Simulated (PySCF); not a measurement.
## Identify the compound

The spectra below were simulated for a compound C5H7F3O.

1H NMR (400 MHz, computed): δ 6.57 (m, 1H), 4.58 (m, 1H), 3.81 (m, 1H), 1.55 (m, 1H), 1.31 (d, 3H).

13C{1H} NMR (computed): δ 126.2 (CH), 79.3 (CH), 61.5 (CH), 23.6 (CH), 10.7 (CH3).

[PySCF 2.14: shielding tensors at PBE0/pcSseg-1 (GIAO); structure optimised with GFN2-xTB; no solvent; non-relativistic Hamiltonian; fast rotation and ring inversion assumed for equivalent nuclei; one computed conformer]

Referencing at the same level of theory: 1H and 13C against TMS.

Q: Which of these isomers gave the spectra?
A. FC(F)O[C@H]1C[C@@H](F)C1
B. C=CO[C@@H](C)C(F)(F)F
C. C[C@@H]1[C@@H](F)[C@@H]1OC(F)F

A: C. 

1. The formula gives 1 degree of unsaturation (1 ring in the answer).
2. 5 carbon signals for 5 carbons: no two carbons are equivalent.
3. Carbon types of the structure: 4 × CH, 1 × CH3, which accounts for all hydrogens.
4. δC 126.2: sp3 CH bonded to 2 F and O; 3 electronegative neighbours deshield it.
5. δC 79.3, 61.5, 23.6: three-membered-ring carbon.
6. δC 10.7: methyl carbon; aliphatic region, no heteroatom directly attached.
7. δH 6.57: hydrogen on an sp3 CH bonded to 2 F and O; its carbon carries F and O, which withdraws density.
8. δH 1.31: hydrogen on a methyl carbon; far from electronegative atoms and π systems.

The others: FC(F)O[C@H]1C[C@@H](F)C1 would give 4 carbon signals, not 5; C=CO[C@@H](C)C(F)(F)F has carbons computed at 158.1, 134.7, 90.8, 72.1, 17.1, with a different DEPT pattern.

Splittings by 19F in the carbon and heteronuclear signals aren't shown, as no couplings were computed. Shifts are as computed. Against solution values, carbons near 30 ppm lie about +3 ppm off and those near 130 ppm about +5 ppm. Of 1309 compounds with measured shifts, 239 miss one by over three times the rms of a fit or turn the order of signals round; such compounds aren't used in these exercises. Multiplicities follow the n + 1 count of equivalent neighbours, as no J values were calculated; m marks all less simple cases, F and P coupling included.
